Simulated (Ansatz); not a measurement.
Born–Oppenheimer molecular dynamics of H2 (2 atoms, charge 0, multiplicity 1). It starts from a relaxed structure.

All numbers below come from UKS PBE0-D4/def2-SVP (Ansatz 0.2.0).

```
ensemble                      : NVE (Milne-controlled integrator)
time step                     : 1 fs
steps asked                   : 266
starting velocities drawn for : 700 K
seed                          : 444037
```

Frames 5 fs apart, positions in Å, forces in eV/Å.

Velocities at 140.0 fs (Å/ps):

```
H 0.29 -0.09 0.15
H -0.29 0.09 -0.15
```

```xyz
2
Properties=species:S:1:pos:R:3:forces:R:3 time_fs=140.0 energy_less_start_eV=0.031 T=0
H 0.308 -0.096 0.160 1.39 -0.43 0.72
H -0.308 0.096 -0.160 -1.39 0.43 -0.72
2
Properties=species:S:1:pos:R:3:forces:R:3 time_fs=145.0 energy_less_start_eV=0.011 T=505
H 0.337 -0.104 0.174 -0.72 0.22 -0.37
H -0.337 0.104 -0.174 0.72 -0.22 0.37
2
Properties=species:S:1:pos:R:3:forces:R:3 time_fs=150.0 energy_less_start_eV=0.005 T=593
H 0.333 -0.103 0.173 -0.51 0.16 -0.27
H -0.333 0.103 -0.173 0.51 -0.16 0.27
2
Properties=species:S:1:pos:R:3:forces:R:3 time_fs=155.0 energy_less_start_eV=0.027 T=46
H 0.309 -0.096 0.160 1.29 -0.40 0.67
H -0.309 0.096 -0.160 -1.29 0.40 -0.67
2
Properties=species:S:1:pos:R:3:forces:R:3 time_fs=160.0 energy_less_start_eV=0.020 T=262
H 0.341 -0.106 0.176 -0.95 0.30 -0.49
H -0.341 0.106 -0.176 0.95 -0.30 0.49
2
Properties=species:S:1:pos:R:3:forces:R:3 time_fs=165.0 energy_less_start_eV=0.000 T=653
H 0.328 -0.102 0.170 -0.15 0.05 -0.08
H -0.328 0.102 -0.170 0.15 -0.05 0.08
2
Properties=species:S:1:pos:R:3:forces:R:3 time_fs=170.0 energy_less_start_eV=0.020 T=236
H 0.312 -0.097 0.162 1.09 -0.34 0.57
H -0.312 0.097 -0.162 -1.09 0.34 -0.57
2
Properties=species:S:1:pos:R:3:forces:R:3 time_fs=175.0 energy_less_start_eV=0.029 T=74
H 0.343 -0.107 0.178 -1.12 0.35 -0.58
H -0.343 0.107 -0.178 1.12 -0.35 0.58
2
Properties=species:S:1:pos:R:3:forces:R:3 time_fs=180.0 energy_less_start_eV=0.001 T=714
H 0.323 -0.100 0.167 0.22 -0.07 0.11
H -0.323 0.100 -0.167 -0.22 0.07 -0.11
2
Properties=species:S:1:pos:R:3:forces:R:3 time_fs=185.0 energy_less_start_eV=0.011 T=470
H 0.315 -0.098 0.163 0.81 -0.25 0.42
H -0.315 0.098 -0.163 -0.81 0.25 -0.42
2
Properties=species:S:1:pos:R:3:forces:R:3 time_fs=190.0 energy_less_start_eV=0.031 T=4
H 0.344 -0.107 0.178 -1.17 0.36 -0.61
H -0.344 0.107 -0.178 1.17 -0.36 0.61
2
Properties=species:S:1:pos:R:3:forces:R:3 time_fs=195.0 energy_less_start_eV=0.006 T=575
H 0.318 -0.099 0.165 0.59 -0.18 0.31
H -0.318 0.099 -0.165 -0.59 0.18 -0.31
```

Of the whole run (266 fs, mean temperature of the second half 361 K): The conserved energy stayed within 1.8 meV per atom of its start (net change 0.64 meV per atom), so the integration is sound. The temperature averaged 0.52 of the 700 K drawn at the start: a run that starts near a minimum puts about half its kinetic energy into the potential. A run of 0.27 ps of so small a system gives no equilibrium averages.

The run took 100 s on 1 thread of AMD EPYC (Zen 3) (shared host), peak memory 0.078 GiB.
